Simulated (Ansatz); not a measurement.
```xyz
2

V     0.0000    0.0000    0.0000
V     0.0000    0.0000    2.3000
```

Basis set: def2-SVP (spherical functions). Charge 0, multiplicity 1.

Computed with Ansatz (development build ahead of 0.2.0); each method stands on the lowest determinant of its kind that the runs found.

The atomization energy at this shape (free ground-state atoms in the same class of orbitals less the molecule, no zero-point energy) of singlet V2:

```json
{"method": "PBE0 (unrestricted)", "atomization energy": "1.60 eV"}
```

Task: What does UHF give?

Result: -1.68 eV. Caution: another spin multiplicity may lie lower; the unrestricted determinant is a mixture of spin states. Caution for UHF: no wide search was run, a lower solution can exist; the molecule lies well above its atoms at this level.
